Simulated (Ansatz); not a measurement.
Species: SnI₄ (charge 0, singlet). 
Coordinates optimised at B3LYP-D3(BJ)/def2-TZVP (Ansatz, a program for electronic structure):
```xyz
5

I     -1.5854    -0.6112    -2.0877
Sn     0.0000     0.0000     0.0000
I      0.5479     2.6352    -0.0307
I      2.2948    -1.3957    -0.1772
I     -1.2573    -0.6283     2.2956
```

Quantity: atomisation energy (electronic, to ground-state atoms), in eV. Correlated levels leave the core frozen unless marked. Open shells are spin-unrestricted. Spin-orbit coupling is left out. The frozen core is the preceding noble-gas configuration, with the filled d and f shells of earlier blocks. In def2 rows, elements after Kr have scalar-relativistic effective core potentials. STO-3G rows are all-electron and non-relativistic. The coupled-cluster limit lacks core correlation, which all-electron functionals hold. CBS(X,Y): correlation extrapolated as X^-3; Hartree-Fock from the larger set. [CCSD(T)-MP2]/basis is that difference in the basis named.

```json
[
 {"level": "PBE/def2-TZVPD", "program": "Ansatz", "atomisation energy (eV)": "10.11", "minus last row": "-0.03"},
 {"level": "BLYP-D4/def2-TZVPD", "program": "Ansatz + dftd4", "atomisation energy (eV)": "9.80", "minus last row": "-0.34"},
 {"level": "revPBE-D4/def2-TZVPD", "program": "Ansatz + dftd4", "atomisation energy (eV)": "9.95", "minus last row": "-0.19"},
 {"level": "r2SCAN/def2-TZVPD", "program": "Ansatz", "atomisation energy (eV)": "10.10", "minus last row": "-0.04"},
 {"level": "PBE0/STO-3G", "program": "Ansatz", "atomisation energy (eV)": "15.18", "minus last row": "5.04"},
 {"level": "PBE0-D3(BJ)/def2-TZVP", "program": "Ansatz + dftd3", "atomisation energy (eV)": "10.22", "minus last row": "0.08"},
 {"level": "PBE0/def2-QZVPP", "program": "Ansatz", "atomisation energy (eV)": "9.94", "minus last row": "-0.20"},
 {"level": "r2SCANh/def2-TZVPD", "program": "Ansatz", "atomisation energy (eV)": "9.96", "minus last row": "-0.18"},
 {"level": "CAM-B3LYP-D4/def2-TZVPD", "program": "Ansatz + dftd4", "atomisation energy (eV)": "9.49", "minus last row": "-0.65"},
 {"level": "B2PLYP-D4/def2-TZVPD", "program": "Ansatz + dftd4", "atomisation energy (eV)": "9.70", "minus last row": "-0.44"},
 {"level": "PBE-QIDH/def2-TZVPD", "program": "Ansatz", "atomisation energy (eV)": "10.00", "minus last row": "-0.14"},
 {"level": "MP2/STO-3G", "program": "Ansatz", "atomisation energy (eV)": "12.95", "minus last row": "2.81"},
 {"level": "RI-MP2/def2-TZVPP", "program": "Ansatz", "atomisation energy (eV)": "9.85", "minus last row": "-0.29"},
 {"level": "RI-MP2/def2-QZVPPD", "program": "Ansatz", "atomisation energy (eV)": "10.39", "minus last row": "0.25"},
 {"level": "RI-MP2/CBS(def2-TZVPP,def2-QZVPP)", "program": "Ansatz", "atomisation energy (eV)": "10.72", "minus last row": "0.58"},
 {"level": "RI-MP2/CBS(def2-TZVPPD,def2-QZVPPD)", "program": "Ansatz", "atomisation energy (eV)": "10.68", "minus last row": "0.54"},
 {"level": "SCS-MP2/STO-3G", "program": "Ansatz", "atomisation energy (eV)": "12.98", "minus last row": "2.84"},
 {"level": "SCS-MP2/def2-SVPD", "program": "Ansatz", "atomisation energy (eV)": "8.74", "minus last row": "-1.40"},
 {"level": "CCSD/def2-SVPD", "program": "Ansatz", "atomisation energy (eV)": "8.35", "minus last row": "-1.79"},
 {"level": "CCSD(T)/def2-TZVPP", "program": "Ansatz", "atomisation energy (eV)": "9.30", "minus last row": "-0.84"},
 {"level": "RI-MP2/CBS(def2-TZVPPD,def2-QZVPPD)+[CCSD(T)-MP2]/def2-TZVPPD", "program": "Ansatz", "atomisation energy (eV)": "10.14", "minus last row": "0.00"}
]
```
